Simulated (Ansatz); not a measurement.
Reaction (redistribution): `[OH][Ga]([OH])[O][SiH3]` + `[CH3][Al]([OH])[OH]` → `[OH][Al]([OH])[SiH3]` + `C[O][Ga]([OH])[OH]`

Computed with Ansatz on PBE0-D4/def2-TZVP structures; ΔE is electronic, products minus reactants. CBS: MP2 limit from def2 TZ/QZ plus the TZ coupled-cluster correction, frozen cores. Functionals use def2-TZVPP. B3LYP here is the variant with VWN-RPA as its local correlation; programs differ in this. For Ga outer-core shells are correlated without core-valence functions, which leaves a few kJ/mol of doubt a bond. Scalar relativity is left out up to krypton. Each species was taken in one conformer, which may not be the lowest.

`[OH][Ga]([OH])[O][SiH3]`:

Cartesian coordinates in Å:
```
O 1.925 -0.487 1.051
Ga 0.589 -1.035 0.029
O 0.516 -2.701 -0.569
O -0.690 0.107 -0.395
Si -1.067 1.674 -0.118
H 2.572 -1.173 1.231
H -0.256 -2.872 -1.113
H -2.354 1.967 -0.800
H -1.219 1.939 1.339
H -0.016 2.581 -0.655
```

`[CH3][Al]([OH])[OH]`:

Cartesian coordinates in Å:
```
C 0.636 -0.966 -0.981
Al -0.181 0.266 0.264
O 0.782 0.943 1.488
O -1.830 0.633 0.100
H 0.996 -1.861 -0.465
H -0.066 -1.281 -1.755
H 1.504 -0.514 -1.469
H 0.483 1.557 2.155
H -2.324 1.223 0.664
```

`[OH][Al]([OH])[SiH3]`:

Cartesian coordinates in Å:
```
O 0.832 0.329 -1.924
Al -0.013 0.515 -0.467
O -0.877 1.911 -0.052
Si 0.023 -1.312 1.139
H 0.904 0.972 -2.627
H -0.968 2.705 -0.575
H 0.905 -0.974 2.292
H 0.533 -2.571 0.531
H -1.338 -1.576 1.681
```

`C[O][Ga]([OH])[OH]`:

Cartesian coordinates in Å:
```
C 1.350 -1.128 0.401
O -0.006 -1.027 0.024
Ga -0.806 0.527 -0.236
O 0.119 2.026 -0.016
O -2.514 0.586 -0.711
H 1.426 -1.663 1.354
H 1.900 -1.698 -0.355
H 1.840 -0.155 0.517
H -0.399 2.817 -0.179
H -2.910 -0.284 -0.799
```

```tsv
level	ΔE (eV)	difference from CCSD(T)/CBS
PBE-D4	1.77	-0.30
PBE0-D4	1.88	-0.19
B3LYP-D4	2.00	-0.07
B2PLYP	2.08	0.01
PBE	1.76	-0.31
PBE0	1.87	-0.20
B3LYP	1.99	-0.08
HF/def2-TZVPP	2.18	0.11
SCS-MP2/def2-TZVPP	2.16	0.09
CCSD/def2-TZVPP	2.07	0.00
CCSD(T)/def2-TZVPP	2.04	-0.03
HF/def2-QZVPP	2.20	0.13
SCS-MP2/def2-QZVPP	2.19	0.12
HF/CBS(def2)	2.20	0.13
MP2/CBS(def2)	2.23	0.16
CCSD/CBS(def2)	2.10	0.03
CCSD(T)/CBS	2.07	0
```

Largest T1 diagnostic among the species: 0.014.

From PBE to PBE0 (25 % exact exchange), in def2-TZVPP and without D4, ΔE moves by +0.11 eV.
